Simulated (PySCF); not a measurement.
**Correlation energy of F+ (fluorine, charge +1)**

[He] 2s2 2p4, high-spin 3P determinant. All numbers are calculated (PySCF 2.14, the non-relativistic Hamiltonian (point nucleus), in aug-cc-pVDZ (4s3p2d, 23 functions)). Frozen: 1s2; 6 electrons correlated.

MP2 pair energies summed by pair of shells (mhartree):

| pair | energy | share (%) |
| --- | --- | --- |
| 2p-2p | -49.44 | 47.9 |
| 2s-2p | -46.19 | 44.8 |
| 2s-2s | -7.54 | 7.3 |

Total MP2 correlation energy: -103.17 mhartree.

Same-spin part -25.30 and opposite-spin part -77.87 mhartree; SCS-MP2 scales them by 1/3 and 6/5 to -101.88 mhartree.

```tsv
level	correlation energy (mhartree)
CCSD	-118.22
(T)	-1.22
CCSD(T)	-119.44
```

Diagnostics: T1 = 0.0053, D1 = 0.0090, largest double amplitude 0.035.

Is a single reference adequate?

Yes: T1 lies below 0.03 and no double amplitude reaches 0.07.
